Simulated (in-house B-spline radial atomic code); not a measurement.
**Removing one electron from Co XVI (Co15+)**

Closed shell [Ne] 3s2. Computed with a B-spline radial code for spherical atoms: Koopmans values of Dirac-Hartree-Fock plus a diagonal self-energy, in second order or with its direct term screened (direct RPA, with the hole-particle interaction, or full time-dependent Hartree-Fock), linearised in energy; no-pair Dirac-Coulomb Hamiltonian, finite nucleus. Shifts add to the Koopmans value (the ΔSCF shift is orbital relaxation alone); the final value takes TDHF screening with Breit and QED.

Command:
```bash
python run_mb.py task.json out
```
Settings (nuclear radius in fm, box in bohr, cutoff in hartree):
```
basis_form          2
Z                   27
core_configuration  [Ne] 3s2
rms_radius          3.7875
mass_number         59
speed_of_light      137.036
box_radius          5.621
lmax                7
intervals           60
virtual_cutoff      2916.0
```

Run time, properties included: 4.3 s on 1 thread of Arm Neoverse N1 (shared host).

Energies in eV:

| subshell | Koopmans | ΔSCF shift | second order | direct RPA | hole-particle | TDHF | Breit + QED | final |
| --- | --- | --- | --- | --- | --- | --- | --- | --- |
| 3s1/2 | 508.68 | -0.181 | ? | ? | ? | ? | ? | ? |

What does the self-energy do to 3s1/2?

It shifts the removal energy by 2.356 eV in second order, 1.365 with direct RPA, 1.720 with the hole-particle term and 2.191 with TDHF screening (quasi-particle weight 0.984); Breit and QED add -0.228 eV. The final value is 510.64 eV, against 511.96 ± 0.06 eV (NIST, semi-empirical). The mixing of s² with p² in the ground state is caught to low order only, which falls short in light ions.
